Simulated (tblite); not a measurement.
C₈H₁₁OP.
Geometry (GFN2-xTB, Å), atoms numbered from 1 in this order:
```
atom  x, y, z in Å
C1     3.6522    0.9456    0.3804
O2     3.0114   -0.3004    0.3213
C3     1.6575   -0.2875    0.1774
C4     1.0549   -1.5381    0.1244
C5    -0.3016   -1.7319   -0.0175
C6    -1.2362   -0.7042   -0.1253
C7    -2.6869   -1.0620   -0.2752
C8    -0.8623    0.6315   -0.0972
C9    -1.9058    1.7059   -0.2176
P10    0.7733    1.2187    0.0712
H11    3.2934    1.5343    1.2331
H12    4.7151    0.7391    0.4946
H13    3.4812    1.5220   -0.5368
H14    1.7120   -2.3932    0.2008
H15   -0.6639   -2.7502   -0.0470
H16   -2.8178   -2.1409   -0.2754
H17   -3.2739   -0.6435    0.5418
H18   -3.0873   -0.6657   -1.2080
H19   -1.4444    2.6915   -0.1775
H20   -2.4472    1.6150   -1.1596
H21   -2.6326    1.6310    0.5916
```

Calculated harmonic vibrations of the isolated species, GFN2-xTB (tblite), most abundant isotopes, no scaling. Against measured fundamentals such values can be off by several per cent, at times by over 20. One conformer, not necessarily the lowest.

Harmonic wavenumbers (cm⁻¹): 78.5, 124.7, 134.3, 148.5, 195.1, 208.3, 226.2, 310.3, 312.3, 337.6, 365.4, 368.9, 432.0, 486.4, 495.3, 593.6, 662.7, 686.8, 739.0, 818.5, 908.0, 932.2, 1001.1, 1011.4, 1029.1, 1035.3, 1100.1, 1122.3, 1123.0, 1158.2, 1190.0, 1229.2, 1249.1, 1314.5, 1394.9, 1399.1, 1408.8, 1410.5, 1454.4, 1468.2, 1473.2, 1475.7, 1489.8, 1490.3, 1522.9, 1558.5, 2905.2, 2925.4, 2985.5, 2998.7, 2999.6, 3012.9, 3019.8, 3025.0, 3045.5, 3064.9, 3076.8.

A = 2307, B = 825.2, C = 614.8 MHz; mass 154.055 u (most abundant isotopes); point group Cs, symmetry number 1.

**Question.** Zero-point energy?

**Answer.** Half the sum of the wavenumbers: 36867 cm⁻¹ = 105.41 kcal/mol.

**Question.** Give the ideal-gas entropy at 400 K and 1 bar in the rigid-rotor, harmonic-oscillator model (classical rotation).

**Answer.** Translation 42.49, rotation 30.87, vibration 41.41: S = 114.8 cal/(mol K).

**Question.** And Cp and H(400 K) − H(0)?

**Answer.** Cp = 53.31 cal/(mol K), of which vibrations give 45.36 (their classical limit is 57 R = 113.3); H(400 K) − H(0) = 12.32 kcal/mol without the zero-point energy, 9.14 from vibrations.

**Question.** What must be added to the electronic energy to get the Gibbs energy at 400 K and 1 bar?

**Answer.** ZPE + [H(400 K) − H(0)] − T·S = 105.41 + 12.32 − 45.91 = 71.82 kcal/mol.

**Question.** How do the functions run with temperature in this model?

**Answer.** 
| T (K) | S (cal/(mol K)) | Cp (cal/(mol K)) | H − H(0) (kcal/mol) | G − H(0) (kcal/mol) | ln q(vib) |
| --- | --- | --- | --- | --- | --- |
| 100 | 68.8 | 19.3 | 1.23 | -5.65 | 1.05 |
| 200 | 86.1 | 31.6 | 3.80 | -13.43 | 3.63 |
| 300 | 101.0 | 42.6 | 7.51 | -22.80 | 6.47 |
| 500 | 127.7 | 62.7 | 18.13 | -45.73 | 12.21 |
| 800 | 161.9 | 82.7 | 40.21 | -89.34 | 20.51 |
| 1000 | 181.4 | 91.3 | 57.66 | -123.71 | 25.67 |

q(vib) and H(0) count from the zero-point level.

Hindered rotation and anharmonicity are outside this model. Other conformers, if any are populated, would add a mixing term that is left out.
